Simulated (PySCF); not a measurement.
```xyz
4
charge 0 multiplicity 2, angstrom
Zr    0.0000    0.0000    0.0000
F     0.0000    0.0000    1.9027
F     1.6478    0.0000   -0.9514
F    -1.6478    0.0000   -0.9514
```

Computed with PySCF, UPBE0, basis Zr def2-TZVP with ECP28, F def2-TZVP (scalar-relativistic core potentials, no spin–orbit coupling, density fitting).

This geometry of ZrF₃ is a stationary point at this level.

What is the point group?

D3h.

Is it a minimum?

Yes: all harmonic wavenumbers are real.

Which band is strongest in the infrared?

678 cm⁻¹ (e'), 431 km/mol.

What is the atomisation energy, with and without zero-point energy?

1920 kJ/mol without, 1906 kJ/mol with.

Other isomers or separated fragments may lie lower. Open d and f shells are described by one determinant, and the ground state may have another occupation or spin.
